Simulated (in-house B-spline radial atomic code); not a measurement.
The numbers below are computed, except where a source is named.
# Ghost states of the separable form: Ni

Ni, [Ar] 3d8 4s2, non-relativistic PBE, spherical and spin-unpolarised, from a B-spline radial code for spherical atoms (atomic units; all potentials screened as in the neutral atom).

Troullier-Martins channels: 4s (ε = -0.2030, r_c = 1.937 bohr), 3d (ε = -0.3387, r_c = 1.586 bohr). In the Kleinman-Bylander form one channel serves as the local potential, and each other channel l becomes |δV u><u δV|/<u|δV|u>, with δV = V_l − V_local and u the pseudo-orbital. Its strength is E_KB = <u|δV²|u>/<u|δV|u>. By the analysis of Gonze, Stumpf and Scheffler a spurious state lies below the reference level ε if E_KB > 0 and ε is above the second level of the local potential alone, or if E_KB < 0 and ε is above its first. The table's levels are those of angular momentum l in a sphere of 9 bohr, whose wall can lift a shallow ε a little above its free-atom value.

```tsv
local	channel	<u δV u>	<u δV² u>	ε	first local level	second local level
s	d	-7.5906	100.56	-0.3387	0.1058	0.3431
d	s	0.20273	1.4664	-0.2026	-11.7102	-1.1064
```

Problem. Apply the rule to each row.

Solution. Local s, channel d: E_KB = -13.2, so ε = -0.3387 is set against 0.1058: no ghost. Local d, channel s: E_KB = +7.23, so ε = -0.2026 is set against -1.1064: a ghost.

Diagonalising the separable Hamiltonian gives:

```
local  channel       three lowest levels  all-electron, two lowest valence levels
    s        d   -0.3387, 0.1162, 0.3804                          -0.3387, 0.1147
    d        s  -7.2504, -0.2026, 0.0845                          -0.2026, 0.0848
```

Problem. Which choices of local channel are safe?

Solution. Free of ghosts: s. With d local the s channel has a ghost 7.05 hartree below ε, since the local potential binds more than one state below ε, and a repulsive term of rank one raises each level at most to the next, so it clears only one of them. Among the safe choices the second level, which tests transfer, is off by at most 1.5 millihartree (s local).
